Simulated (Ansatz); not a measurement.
Frontier orbitals of C3H5B, SMILES `BC#CC`.

Cartesian coordinates in Å:
```
B -0.3865 -1.8875 -1.2701
C -0.1307 -0.6633 -0.4538
C 0.0765 0.3304 0.2114
C 0.3155 1.5098 1.0100
H -1.3939 -1.9861 -1.9058
H 0.4147 -2.7744 -1.2898
H -0.2413 1.4357 1.9488
H -0.0283 2.4102 0.4947
H 1.3740 1.6252 1.2545
```

The species carries charge 0 and has multiplicity 1. Geometry: relaxed with PBE0-D4/def2-TZVP. Basis def2-TZVPP, the Gaussian-basis code of Ansatz.

A caution on the coupled-cluster cation, which keeps the state that its UHF reference found: it lies well above the hybrids' cation and may not be the lowest state.

```
functional  HOMO (eV)  LUMO (eV)
   ωB97X-V      -9.78       0.17
```

Question: Give HOMO and LUMO (eV) with LDA (SPW92), PBE, revPBE, BLYP, r2SCAN, B97M-V, PBE0, B3LYP, r2SCANh, r2SCAN0, HSE06 (plane-wave form), BHLYP, CAM-B3LYP, LC-ωPBE, ωB97M-V, HF. (Best estimate.)

Answer: Computed: 
```tsv
functional	HOMO	LUMO
LDA (SPW92)	-6.38	-3.18
PBE	-6.27	-2.93
revPBE	-6.22	-2.83
BLYP	-6.13	-2.76
r2SCAN	-6.46	-2.62
B97M-V	-6.51	-2.63
PBE0	-7.45	-1.99
B3LYP	-7.24	-2.18
r2SCANh	-6.91	-2.29
r2SCAN0	-7.59	-1.81
HSE06 (plane-wave form)	-7.05	-2.37
BHLYP	-8.52	-0.94
CAM-B3LYP	-8.79	-0.90
LC-ωPBE	-10.16	0.22
ωB97M-V	-9.66	-0.02
HF	-10.14	1.54
```

B3LYP here is the variant with VWN-RPA as its local correlation; programs differ in this. LC-ωPBE has ω = 0.4 bohr⁻¹.
